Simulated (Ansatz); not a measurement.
Geometry optimisation of CH5O2Sn (`C[O][SnH][OH]`) radical.

```yaml
crystal:
  periodic: [false, false, false]
  atoms:
    - {symbol: C, position_ang: [-1.499830, 0.859430, 0.371950]}
    - {symbol: O, position_ang: [-0.195830, 0.446150, 0.193130]}
    - {symbol: Sn, position_ang: [1.036370, -0.847440, -1.039140]}
    - {symbol: O, position_ang: [2.788200, -0.520120, -0.011410]}
    - {symbol: H, position_ang: [-1.557450, 1.360650, 1.347010]}
    - {symbol: H, position_ang: [-1.814660, 1.572040, -0.398060]}
    - {symbol: H, position_ang: [-2.202780, 0.019780, 0.395010]}
    - {symbol: H, position_ang: [0.715590, -2.990120, -1.575440]}
    - {symbol: H, position_ang: [2.730390, 0.099630, 0.716960]}
basis:
  gaussian: {orbitals: def2-TZVP}
magnetization: {spin_polarized: true, initial_magnetization: 1}
hamiltonian: {xc: pbe0, dispersion: d4}
relax: {f_tol: 0.005, max_steps: 150}
```

```sh
$ ansatz run in.yaml --threads 2 --pin off --events-out ev --progress --plain --max-ram 22528MiB --backend cuda --devices 0, --max-vram 18GiB
```

It prints (some lines left out):

```
Functional definition: PBE0
mean field -11039.10777822 eV, -405.6797282734 hartree, gradient 5.0e-5 eV, S^2 0.778741; 0 other end points of the search recorded, 0 dependent functions left out
relax step   1: F+E_penalty+E_count = -11039.24714768 eV  Δ(F+E_penalty+E_count) = +0.000e0 eV  max|allowed force component| = 2.110e0 eV/Å  Δτ_max = 0.0000 Å  (37 SCF iters, accepted)
mean field -11039.65046148 eV, -405.6996715154 hartree, gradient 1.3e-5 eV, S^2 0.769265; 0 other end points of the search recorded, 0 dependent functions left out
relax step   2: F+E_penalty+E_count = -11039.78898885 eV  Δ(F+E_penalty+E_count) = -5.418e-1 eV  max|allowed force component| = 1.102e0 eV/Å  Δτ_max = 0.1950 Å  (46 SCF iters, accepted)
mean field -11039.94633327 eV, -405.7105446032 hartree, gradient 3.1e-5 eV, S^2 0.759016; 0 other end points of the search recorded, 0 dependent functions left out
relax step   3: F+E_penalty+E_count = -11040.07851426 eV  Δ(F+E_penalty+E_count) = -2.895e-1 eV  max|allowed force component| = 7.325e-1 eV/Å  Δτ_max = 0.1902 Å  (37 SCF iters, accepted)
mean field -11040.13319510 eV, -405.7174116488 hartree, gradient 3.7e-5 eV, S^2 0.755943; 0 other end points of the search recorded, 0 dependent functions left out
relax step   4: F+E_penalty+E_count = -11040.26569731 eV  Δ(F+E_penalty+E_count) = -1.872e-1 eV  max|allowed force component| = 5.178e-1 eV/Å  Δτ_max = 0.1950 Å  (37 SCF iters, accepted)
mean field -11040.21512241 eV, -405.7204224219 hartree, gradient 3.7e-5 eV, S^2 0.755756; 0 other end points of the search recorded, 0 dependent functions left out
relax step   5: F+E_penalty+E_count = -11040.34921755 eV  Δ(F+E_penalty+E_count) = -8.352e-2 eV  max|allowed force component| = 1.955e-1 eV/Å  Δτ_max = 0.1938 Å  (37 SCF iters, accepted)
mean field -11040.23902574 eV, -405.7213008533 hartree, gradient 1.8e-5 eV, S^2 0.755349; 0 other end points of the search recorded, 0 dependent functions left out
relax step   6: F+E_penalty+E_count = -11040.37344221 eV  Δ(F+E_penalty+E_count) = -2.422e-2 eV  max|allowed force component| = 1.256e-1 eV/Å  Δτ_max = 0.1356 Å  (36 SCF iters, accepted)
mean field -11040.17676250 eV, -405.7190127212 hartree, gradient 1.2e-5 eV, S^2 0.755536; 0 other end points of the search recorded, 0 dependent functions left out
relax step   7: F+E_penalty+E_count = -11040.31186764 eV  Δ(F+E_penalty+E_count) = +6.157e-2 eV  max|allowed force component| = 6.021e-1 eV/Å  Δτ_max = 0.1941 Å  (42 SCF iters, rejected (line search))
mean field -11040.25039802 eV, -405.7217187766 hartree, gradient 2.0e-5 eV, S^2 0.755388; 0 other end points of the search recorded, 0 dependent functions left out
relax step   8: F+E_penalty+E_count = -11040.38502956 eV  Δ(F+E_penalty+E_count) = -1.159e-2 eV  max|allowed force component| = 9.202e-2 eV/Å  Δτ_max = 0.0969 Å  (34 SCF iters, accepted)
mean field -11040.25148908 eV, -405.7217588724 hartree, gradient 2.2e-5 eV, S^2 0.755366; 0 other end points of the search recorded, 0 dependent functions left out
relax step   9: F+E_penalty+E_count = -11040.38646277 eV  Δ(F+E_penalty+E_count) = -1.433e-3 eV  max|allowed force component| = 3.186e-1 eV/Å  Δτ_max = 0.0986 Å  (36 SCF iters, accepted)
mean field -11040.25021612 eV, -405.7217120919 hartree, gradient 4.7e-5 eV, S^2 0.755123; 0 other end points of the search recorded, 0 dependent functions left out
relax step  10: F+E_penalty+E_count = -11040.38469136 eV  Δ(F+E_penalty+E_count) = +1.771e-3 eV  max|allowed force component| = 1.757e-1 eV/Å  Δτ_max = 0.1500 Å  (36 SCF iters, rejected (line search))
mean field -11040.25466191 eV, -405.7218754717 hartree, gradient 1.7e-5 eV, S^2 0.755304; 0 other end points of the search recorded, 0 dependent functions left out
relax step  11: F+E_penalty+E_count = -11040.38975029 eV  Δ(F+E_penalty+E_count) = -3.288e-3 eV  max|allowed force component| = 6.757e-2 eV/Å  Δτ_max = 0.0650 Å  (36 SCF iters, accepted)
mean field -11040.25574306 eV, -405.7219152033 hartree, gradient 1.7e-5 eV, S^2 0.755264; 0 other end points of the search recorded, 0 dependent functions left out
relax step  12: F+E_penalty+E_count = -11040.39083721 eV  Δ(F+E_penalty+E_count) = -1.087e-3 eV  max|allowed force component| = 3.123e-2 eV/Å  Δτ_max = 0.0270 Å  (36 SCF iters, accepted)
mean field -11040.25589995 eV, -405.7219209690 hartree, gradient 2.6e-5 eV, S^2 0.755332; 0 other end points of the search recorded, 0 dependent functions left out
relax step  13: F+E_penalty+E_count = -11040.39116499 eV  Δ(F+E_penalty+E_count) = -3.278e-4 eV  max|allowed force component| = 2.965e-2 eV/Å  Δτ_max = 0.0194 Å  (36 SCF iters, accepted)
mean field -11040.25596874 eV, -405.7219234968 hartree, gradient 2.7e-5 eV, S^2 0.755344; 0 other end points of the search recorded, 0 dependent functions left out
relax step  14: F+E_penalty+E_count = -11040.39126973 eV  Δ(F+E_penalty+E_count) = -1.047e-4 eV  max|allowed force component| = 3.296e-2 eV/Å  Δτ_max = 0.0167 Å  (36 SCF iters, accepted)
mean field -11040.25609204 eV, -405.7219280282 hartree, gradient 2.6e-5 eV, S^2 0.755344; 0 other end points of the search recorded, 0 dependent functions left out
relax step  15: F+E_penalty+E_count = -11040.39139774 eV  Δ(F+E_penalty+E_count) = -1.280e-4 eV  max|allowed force component| = 8.348e-3 eV/Å  Δτ_max = 0.0063 Å  (37 SCF iters, accepted)
mean field -11040.25612025 eV, -405.7219290646 hartree, gradient 2.6e-5 eV, S^2 0.755341; 0 other end points of the search recorded, 0 dependent functions left out
relax step  16: F+E_penalty+E_count = -11040.39141119 eV  Δ(F+E_penalty+E_count) = -1.344e-5 eV  max|allowed force component| = 1.076e-2 eV/Å  Δτ_max = 0.0069 Å  (37 SCF iters, accepted)
mean field -11040.25611314 eV, -405.7219288036 hartree, gradient 2.6e-5 eV, S^2 0.755345; 0 other end points of the search recorded, 0 dependent functions left out
relax step  17: F+E_penalty+E_count = -11040.39142538 eV  Δ(F+E_penalty+E_count) = -1.419e-5 eV  max|allowed force component| = 4.258e-3 eV/Å  Δτ_max = 0.0054 Å  (38 SCF iters, accepted)
mean field -11040.25612286 eV, -405.7219291608 hartree, gradient 2.6e-5 eV, S^2 0.755348; 0 other end points of the search recorded, 0 dependent functions left out
relax step  18: F+E_penalty+E_count = -11040.39143230 eV  Δ(F+E_penalty+E_count) = -6.917e-6 eV  max|allowed force component| = 4.592e-3 eV/Å  Δτ_max = 0.0060 Å  (37 SCF iters, accepted)
mean field -11040.25612861 eV, -405.7219293721 hartree, gradient 2.7e-5 eV, S^2 0.755347; 0 other end points of the search recorded, 0 dependent functions left out
relax step  19: F+E_penalty+E_count = -11040.39143470 eV  Δ(F+E_penalty+E_count) = -2.404e-6 eV  max|allowed force component| = 6.246e-3 eV/Å  Δτ_max = 0.0062 Å  (37 SCF iters, accepted)
mean field -11040.25612411 eV, -405.7219292068 hartree, gradient 1.6e-5 eV, S^2 0.755354; 0 other end points of the search recorded, 0 dependent functions left out
relax step  20: F+E_penalty+E_count = -11040.39143476 eV  Δ(F+E_penalty+E_count) = -6.053e-8 eV  max|allowed force component| = 4.811e-3 eV/Å  Δτ_max = 0.0019 Å  (28 SCF iters, accepted)
mean field -11040.25612411 eV, -405.7219292068 hartree, gradient 1.9e-5 eV, S^2 0.755354; 1 other end points of the search recorded, 0 dependent functions left out
Total energy: -11040.39147165 eV, -405.7269031369 hartree
Atom 0 at    -1.406420     0.708825     0.300742 Å, force    -0.001006    -0.001212     0.000731 eV/Å
Atom 1 at    -0.022814     0.485413     0.362182 Å, force     0.000413     0.000979    -0.000980 eV/Å
Atom 2 at     0.951840    -0.593272    -0.978346 Å, force     0.000942    -0.002368     0.004811 eV/Å
Atom 3 at     2.696857    -0.746165    -0.087417 Å, force    -0.000460     0.000190    -0.002307 eV/Å
Atom 4 at    -1.735772     1.087411     1.273430 Å, force    -0.000348     0.000022    -0.000152 eV/Å
Atom 5 at    -1.671455     1.458932    -0.455160 Å, force    -0.000735     0.001465    -0.000952 eV/Å
Atom 6 at    -1.979111    -0.205279     0.089727 Å, force     0.000957     0.000576     0.000505 eV/Å
Atom 7 at     0.284270    -2.210256    -0.976532 Å, force     0.000513     0.000319    -0.001878 eV/Å
Atom 8 at     2.882605     0.014390     0.471385 Å, force    -0.000276     0.000029     0.000221 eV/Å
Dipole moment:    -0.319150     0.157532    -0.233561 e Å
```

It took 60 s on 2 threads of an AMD EPYC 7R13 on a shared host and a share of an NVIDIA H100 80 GB, with 0.9 GiB of host memory at the peak.
